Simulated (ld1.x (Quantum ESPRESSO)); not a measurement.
PBEsol PAW dataset for cerium, fully relativistic all-electron reference.

The input file (ld1.x (Quantum ESPRESSO) 7.5):

```
&input
   title='Ce', zed=58., rel=2, dft='PBESOL', iswitch=3,
   config='[Xe] 4f1 5d1 6s2 6p0', rel_dist='average',
   nld=7, rlderiv=3.70, eminld=-5.0, emaxld=5.0, deld=0.02
 /
 &inputp
   pseudotype=3, lpaw=.true., tm=.true., lloc=-1, rcloc=2.10,
   nlcc=.true., new_core_ps=.true., rcore=1.35,
   which_augfun='BESSEL', rmatch_augfun=0.75,
   file_pseudopw='Ce.UPF', file_wfcaegen='ae.wfc', file_wfcncgen='nc.wfc', file_beta='beta', file_chi='chi', file_wfcusgen='us.wfc'
 /
8
5S  1  0   2.00   0.00  2.30  2.40  0.0
6S  2  0   2.00   0.00  2.30  2.40  0.0
5P  2  1   6.00   0.00  3.15  3.40  0.0
6P  3  1   0.00   0.00  3.15  3.40  0.0
5D  3  2   1.00   0.00  1.85  2.55  0.0
5D  3  2   0.00   0.45  1.85  2.55  0.0
4F  4  3   1.00   0.00  1.00  1.30  0.0
4F  4  3   0.00   0.05  1.00  1.30  0.0
 &test
   configts(1)='4f1 5s2 5p6 5d1 6s2 6p0'
 /
```

Command:

```bash
ld1.x < Ce.in > Ce.out
```

Resulting log (shortened: banner, matrices, multipoles, cross overlaps and the repeated all-electron block are left out):

```
Program LD1 v.7.5
     --------------------------- All-electron run ----------------------------

     Ce
     dirac relativistic calculation

     atomic number is 58.00
     dft =PBESOL   lsd =0 sic =0 latt =0  beta=0.20 tr2=1.0E-14
     Exchange-correlation= PBESOL
                           (   1   4  10   8   0   0   0)
     mesh =1255 r(mesh) = 100.94310 a.u. xmin = -7.00 dx = 0.01250
     1 Ry =  13.60569312 eV, c = 137.03599908

     n l j   nl                  e(Ry)          e(Ha)          e(eV)
     Spin orbit split results
     1 0 0.5 1S 1( 2.00)     -2955.9448     -1477.9724    -40217.6781
     2 0 0.5 2S 1( 2.00)      -473.1138      -236.5569     -6437.0416
     2 1 0.5 2P 1( 2.00)      -446.7250      -223.3625     -6078.0026
     2 1 1.5 2P 1( 4.00)      -413.9230      -206.9615     -5631.7094
     3 0 0.5 3S 1( 2.00)      -101.8628       -50.9314     -1385.9147
     3 1 0.5 3P 1( 2.00)       -90.6876       -45.3438     -1233.8673
     3 1 1.5 3P 1( 4.00)       -84.2427       -42.1214     -1146.1805
     4 0 0.5 4S 1( 2.00)       -20.5976       -10.2988      -280.2447
     4 1 0.5 4P 1( 2.00)       -16.4483        -8.2242      -223.7907
     4 1 1.5 4P 1( 4.00)       -15.0605        -7.5302      -204.9083
     3 2 1.5 3D 1( 4.00)       -64.6925       -32.3463      -880.1869
     3 2 2.5 3D 1( 6.00)       -63.3081       -31.6540      -861.3502
     5 0 0.5 5S 1( 2.00)        -2.9812        -1.4906       -40.5609
     5 1 0.5 5P 1( 2.00)        -1.8479        -0.9240       -25.1423
     5 1 1.5 5P 1( 4.00)        -1.6447        -0.8223       -22.3768
     4 2 1.5 4D 1( 4.00)        -8.2480        -4.1240      -112.2201
     4 2 2.5 4D 1( 6.00)        -8.0050        -4.0025      -108.9130
     4 3 2.5 4F 1( 0.43)        -0.4122        -0.2061        -5.6084
     4 3 3.5 4F 1( 0.57)        -0.3878        -0.1939        -5.2761
     5 2 1.5 5D 1( 0.40)        -0.2347        -0.1174        -3.1935
     5 2 2.5 5D 1( 0.60)        -0.2198        -0.1099        -2.9911
     6 0 0.5 6S 1( 2.00)        -0.2771        -0.1385        -3.7697
     6 1 0.5 6P 1( 0.00)        -0.1079        -0.0539        -1.4674
     6 1 1.5 6P 1( 0.00)        -0.0940        -0.0470        -1.2793
     Averaged results
     1 0     1S 1( 2.00)     -2955.9448     -1477.9724    -40217.6781
     2 0     2S 1( 2.00)      -473.1138      -236.5569     -6437.0416
     2 1     2P 1( 6.00)      -424.8570      -212.4285     -5780.4738
     3 0     3S 1( 2.00)      -101.8628       -50.9314     -1385.9147
     3 1     3P 1( 6.00)       -86.3910       -43.1955     -1175.4095
     4 0     4S 1( 2.00)       -20.5976       -10.2988      -280.2447
     4 1     4P 1( 6.00)       -15.5231        -7.7615      -211.2025
     3 2     3D 1(10.00)       -63.8619       -31.9309      -868.8849
     5 0     5S 1( 2.00)        -2.9812        -1.4906       -40.5609
     5 1     5P 1( 6.00)        -1.7124        -0.8562       -23.2986
     4 2     4D 1(10.00)        -8.1022        -4.0511      -110.2359
     4 3     4F 1( 1.00)        -0.3983        -0.1991        -5.4186
     5 2     5D 1( 1.00)        -0.2258        -0.1129        -3.0721
     6 0     6S 1( 2.00)        -0.2771        -0.1385        -3.7697
     6 1     6P 1( 0.00)        -0.0986        -0.0493        -1.3420

     final scf error:  5.7E-15 reached in  26 iterations

     Etot =  -17723.645728 Ry,   -8861.822864 Ha, -241142.484801 eV

     Ekin =   19015.124308 Ry,    9507.562154 Ha,  258713.946030 eV
     Encl =  -43178.806501 Ry,  -21589.403250 Ha, -587477.590667 eV
     Eh   =    6853.331527 Ry,    3426.665764 Ha,   93244.325633 eV
     Exc  =    -413.295063 Ry,    -206.647532 Ha,   -5623.165797 eV

     normalization and overlap integrals

     s(1S/1S) =  1.000000  <r> =   0.0246  <r2> =    0.0008  r(max) =   0.0158
     s(2S/2S) =  1.000000  <r> =   0.1048  <r2> =    0.0130  r(max) =   0.0887
     s(2P/2P) =  1.000000  <r> =   0.0880  <r2> =    0.0095  r(max) =   0.0682
     s(2P/2P) =  1.000000  <r> =   0.0942  <r2> =    0.0108  r(max) =   0.0735
     s(3S/3S) =  1.000000  <r> =   0.2784  <r2> =    0.0887  r(max) =   0.2534
     s(3P/3P) =  1.000000  <r> =   0.2682  <r2> =    0.0836  r(max) =   0.2410
     s(3P/3P) =  1.000000  <r> =   0.2804  <r2> =    0.0911  r(max) =   0.2534
     s(4S/4S) =  1.000000  <r> =   0.6374  <r2> =    0.4586  r(max) =   0.5928
     s(4P/4P) =  1.000000  <r> =   0.6562  <r2> =    0.4899  r(max) =   0.6002
     s(4P/4P) =  1.000000  <r> =   0.6836  <r2> =    0.5314  r(max) =   0.6310
     s(3D/3D) =  1.000000  <r> =   0.2514  <r2> =    0.0746  r(max) =   0.2023
     s(3D/3D) =  1.000000  <r> =   0.2552  <r2> =    0.0768  r(max) =   0.2074
     s(5S/5S) =  1.000000  <r> =   1.5173  <r2> =    2.5868  r(max) =   1.3697
     s(5P/5P) =  1.000000  <r> =   1.7035  <r2> =    3.2892  r(max) =   1.4949
     s(5P/5P) =  1.000000  <r> =   1.7866  <r2> =    3.6206  r(max) =   1.5715
     s(4D/4D) =  1.000000  <r> =   0.7390  <r2> =    0.6336  r(max) =   0.6470
     s(4D/4D) =  1.000000  <r> =   0.7488  <r2> =    0.6502  r(max) =   0.6551
     s(4F/4F) =  1.000000  <r> =   1.0980  <r2> =    1.6037  r(max) =   0.7061
     s(4F/4F) =  1.000000  <r> =   1.1106  <r2> =    1.6455  r(max) =   0.7150
     s(5D/5D) =  1.000000  <r> =   2.9102  <r2> =   10.2307  r(max) =   2.1480
     s(5D/5D) =  1.000000  <r> =   2.9815  <r2> =   10.7537  r(max) =   2.1751
     s(6S/6S) =  1.000000  <r> =   4.3252  <r2> =   21.1586  r(max) =   3.7231
     s(6P/6P) =  1.000000  <r> =   5.6511  <r2> =   36.6113  r(max) =   4.7212
     s(6P/6P) =  1.000000  <r> =   5.9440  <r2> =   40.5368  r(max) =   4.9632

     ------------------------ End of All-electron run ------------------------

     --------------------- Generating PAW atomic setup --------------------

      Generating local potential from pseudized AE potential:
      Matching radius rcloc =   2.1000

      Local pseudo, rcloc= 2.095 Estimated cut-off energy=     5.70 Ry

      Computing core charge for nlcc:

       r > 1.35 : true rho core
      Core charge pseudized with two Bessel functions
      Integrated core pseudo-charge :  11.61

     Fully relativistic calculation: |psi|^2

     Wfc 5S LC norm =  0.99978888 SC norm =  0.00021111 missing  0.00000001
     Speed at rcutus      0.456 a.u.,  v/c =  0.003327,  (v/c)^2 = -0.00001107

     Wfc 6S LC norm =  0.99997404 SC norm =  0.00002445 missing  0.00000151
     Speed at rcutus      0.358 a.u.,  v/c =  0.002612,  (v/c)^2 =  0.00000682

     Wfc 5P LC norm =  0.99983181 SC norm =  0.00016817 missing  0.00000002
     Speed at rcutus      0.185 a.u.,  v/c =  0.001349,  (v/c)^2 = -0.00000182

     Wfc 5P LC norm =  0.99984609 SC norm =  0.00015382 missing  0.00000009
     Speed at rcutus      0.197 a.u.,  v/c =  0.001439,  (v/c)^2 = -0.00000207

     Wfc 6P LC norm =  0.99998535 SC norm =  0.00001441 missing  0.00000023
     Speed at rcutus      0.294 a.u.,  v/c =  0.002144,  (v/c)^2 =  0.00000460

     Wfc 6P LC norm =  0.99998667 SC norm =  0.00001123 missing  0.00000210
     Speed at rcutus      0.265 a.u.,  v/c =  0.001935,  (v/c)^2 =  0.00000375

     Wfc 5D LC norm =  0.99993860 SC norm =  0.00006138 missing  0.00000002
     Speed at rcutus      0.652 a.u.,  v/c =  0.004758,  (v/c)^2 =  0.00002264

     Wfc 5D LC norm =  0.99994139 SC norm =  0.00005650 missing  0.00000211
     Speed at rcutus      0.653 a.u.,  v/c =  0.004762,  (v/c)^2 =  0.00002268

     Wfc 4F LC norm =  0.99965778 SC norm =  0.00034222 missing  0.00000000
     Speed at rcutus      1.800 a.u.,  v/c =  0.013132,  (v/c)^2 =  0.00017245

     Wfc 4F LC norm =  0.99966298 SC norm =  0.00033693 missing  0.00000009
     Speed at rcutus      1.809 a.u.,  v/c =  0.013200,  (v/c)^2 =  0.00017425
      Wfc-us  5S rcutus= 2.374  Estimated cut-off energy=     9.77 Ry
      Wfc-us  6S rcutus= 2.374  Estimated cut-off energy=    19.52 Ry
      Wfc-us  5P rcutus= 3.369  Estimated cut-off energy=     7.86 Ry
      Wfc-us  5P rcutus= 3.369  Estimated cut-off energy=     7.78 Ry
      Wfc-us  6P rcutus= 3.369  Estimated cut-off energy=    14.72 Ry
      Wfc-us  6P rcutus= 3.369  Estimated cut-off energy=    14.59 Ry
      Wfc-us  5D rcutus= 2.559  Estimated cut-off energy=    17.26 Ry
      Wfc-us  5D rcutus= 2.559  Estimated cut-off energy=    17.22 Ry
      Wfc-us  5D rcutus= 2.559  Estimated cut-off energy=    19.43 Ry
      Wfc-us  5D rcutus= 2.559  Estimated cut-off energy=    19.24 Ry
      Wfc-us  4F rcutus= 1.303  Estimated cut-off energy=    92.46 Ry
      Wfc-us  4F rcutus= 1.303  Estimated cut-off energy=    92.41 Ry
      Wfc-us  4F rcutus= 1.303  Estimated cut-off energy=    95.40 Ry
      Wfc-us  4F rcutus= 1.303  Estimated cut-off energy=    95.12 Ry

     Required augmentation: BESSEL   radius:    0.750000
     Suggested rho cutoff for augmentation: 273.61 Ry

     Estimated PAW energy = -476.499815 Ryd

     ------------------- End of pseudopotential generation -------------------

     Computing logarithmic derivative in   3.69998
     Computing logarithmic derivative in   3.69998
     Computing the partial wave expansion
     R is outside the sphere for l=    0 j= 0.50
     R is outside the sphere for l=    0 j= 0.50
     R is outside the sphere for l=    1 j= 0.50
     R is outside the sphere for l=    1 j= 0.50
     R is outside the sphere for l=    1 j= 1.50
     R is outside the sphere for l=    1 j= 1.50
     R is outside the sphere for l=    2 j= 1.50
     R is outside the sphere for l=    2 j= 1.50
     R is outside the sphere for l=    2 j= 2.50
     R is outside the sphere for l=    2 j= 2.50
     R is outside the sphere for l=    3 j= 2.50
     R is outside the sphere for l=    3 j= 2.50
     R is outside the sphere for l=    3 j= 3.50
     R is outside the sphere for l=    3 j= 3.50

     ---------------------- Testing the pseudopotential ----------------------

     Ce
     dirac relativistic calculation

     atomic number is 58.00   valence charge is 12.00
     dft = SLA  PW   PSX  PSC   lsd =0 sic =0 latt =0  beta=0.20 tr2=1.0E-14
     mesh =1255 r(mesh) = 100.94310 xmin = -7.00 dx = 0.01250

     n l  j  nl             e AE (Ry)       e PS (Ry)    De AE-PS (Ry)
     4 3 2.5 4F   1( 0.43)       -0.41221       -0.41221       -0.00000
     4 3 3.5 4F   1( 0.57)       -0.38779       -0.38779       -0.00000
     1 0 0.5 5S   1( 2.00)       -2.98117       -2.98117        0.00000
     2 1 0.5 5P   1( 2.00)       -1.84792       -1.84792       -0.00000
     2 1 1.5 5P   1( 4.00)       -1.64467       -1.64467       -0.00000
     3 2 1.5 5D   1( 0.40)       -0.23472       -0.23472       -0.00000
     3 2 2.5 5D   1( 0.60)       -0.21984       -0.21984        0.00000
     2 0 0.5 6S   1( 2.00)       -0.27707       -0.27707        0.00000
     3 1 0.5 6P   1( 0.00)       -0.10785       -0.10785        0.00000
     3 1 1.5 6P   1( 0.00)       -0.09403       -0.09403        0.00000

     eps = 1.4E-15  iter = 63

     Etot =  -17723.645728 Ry,   -8861.822864 Ha, -241142.484801 eV
     Etotps =  -476.499801 Ry,    -238.249901 Ha,   -6483.110069 eV

     Ekin =     141.328631 Ry,      70.664316 Ha,    1922.873985 eV
     Encl =    -267.527554 Ry,    -133.763777 Ha,   -3639.897807 eV
     Ehrt =      62.994191 Ry,      31.497096 Ha,     857.079632 eV
     Ecxc =    -413.295069 Ry,    -206.647535 Ha,   -5623.165879 eV
     (Ecc =     -23.660591 Ry,     -11.830295 Ha,    -321.918736 eV)

     ---------------------- End of pseudopotential test ----------------------
```

Generation and configuration tests took about 3.3 s on one core of a shared server CPU.

Transferability test of the new file with ld1.x, input:

```
&input
   title='Ce', zed=58., rel=2, dft='PBESOL', iswitch=2,
   config='[Xe] 4f1 5d1 6s2 6p0', rel_dist='average'
 /
 &test
   file_pseudo='Ce.UPF', nconf=8,
   configts(1)='4f1 5s2 5p6 5d1 6s2 6p0',
   configts(2)='4f1 5s2 5p6 5d1 6s1 6p0',
   configts(3)='4f1 5s2 5p6 5d1 6s0 6p0',
   configts(4)='4f1 5s2 5p6 5d0 6s0 6p0',
   configts(5)='4f1 5s2 5p6 5d0 6s2 6p1',
   configts(6)='4f0 5s2 5p6 5d0 6s0 6p0',
   configts(7)='4f1 5s2 5p6 5d2 6s1 6p0',
   configts(8)='4f2 5s2 5p6 5d0 6s2 6p0'
 /
```

```bash
ld1.x < Ce.test.in > Ce.test.out
```

Pseudopotential blocks of its output, shortened (energy terms left out):

```
     ---------------------- Testing the pseudopotential ----------------------

     n l  j  nl             e AE (Ry)       e PS (Ry)    De AE-PS (Ry)
     4 3 2.5 4F   1( 0.43)       -0.41221       -0.41221       -0.00000
     4 3 3.5 4F   1( 0.57)       -0.38779       -0.38779       -0.00000
     1 0 0.5 5S   1( 2.00)       -2.98117       -2.98117        0.00000
     2 1 0.5 5P   1( 2.00)       -1.84792       -1.84792       -0.00000
     2 1 1.5 5P   1( 4.00)       -1.64467       -1.64466       -0.00000
     3 2 1.5 5D   1( 0.40)       -0.23472       -0.23472       -0.00000
     3 2 2.5 5D   1( 0.60)       -0.21984       -0.21984        0.00000
     2 0 0.5 6S   1( 2.00)       -0.27707       -0.27707        0.00000
     3 1 0.5 6P   1( 0.00)       -0.10785       -0.10785        0.00000
     3 1 1.5 6P   1( 0.00)       -0.09403       -0.09403        0.00000

     eps = 5.2E-15  iter = 27

     Etot =  -17723.645728 Ry,   -8861.822864 Ha, -241142.484800 eV
     Etotps =  -476.499802 Ry,    -238.249901 Ha,   -6483.110079 eV

     ---------------------- End of pseudopotential test ----------------------
```

The test run then stopped with an error in new_paw_hamiltonian: “negative rho”.
